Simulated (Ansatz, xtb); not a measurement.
Species: SnF3, charge -1, multiplicity 1. 
Structure (B3LYP-D3(BJ)/def2-TZVP (Ansatz, an electronic-structure program) minimum search):
```
Sn
F 1 2.0168
F 1 2.0168 2 95.34
F 1 2.0168 2 95.34 3 -95.89
```
Charge -1, spin multiplicity 1.

Harmonic wavenumbers from GFN2-xTB (xtb, at its own minimum), cm⁻¹: 66, 101, 101, 298, 298, 341.

Give the harmonic wavenumbers at B3LYP-D3(BJ)/def2-TZVP (Ansatz, finite differences of forces, unscaled).

160, 161, 200, 475, 475, 507 cm⁻¹. Zero-point energy 2.8 kcal/mol.

From these and the geometry, give the ideal-gas thermochemistry at 298.15 K and 1 atm (rigid rotor, harmonic oscillator).

Point group C3v, rotational symmetry number 3. Rotational constants 3.981, 3.981, 2.991 GHz. S(trans) 41.40, S(rot) 24.14, S(vib) 9.32, S(elec, spin only) 0.00, S 74.9 cal/(mol K). H(298) - H(0) 3.95 kcal/mol; G - E(el) -15.5 kcal/mol.
